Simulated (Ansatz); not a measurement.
```xyz
2

Si   -0.1392   -0.1139   -0.5608
O    -0.0660    0.0574    1.0870
```

Basis set: 6-31G (spherical functions). Correlated methods keep 6 orbitals frozen. Charge 0, multiplicity 1.

Computed with Ansatz (development build ahead of 0.2.0); each method stands on the lowest determinant of its kind that the runs found. Restricted open shells among the atoms or ions are ROHF, correlated in semicanonical orbitals with singles.

Problem. Give the atomization energy at this shape (free ground-state atoms in the same class of orbitals less the molecule, no zero-point energy) of singlet SiO by RHF-MP2, RHF.

Solution.

```csv
method,atomization energy
RHF-MP2,630.9 kJ/mol
RHF,227.9 kJ/mol
```

This basis has no polarisation functions and is too small for such energies, which can lie far from measured ones in either direction.
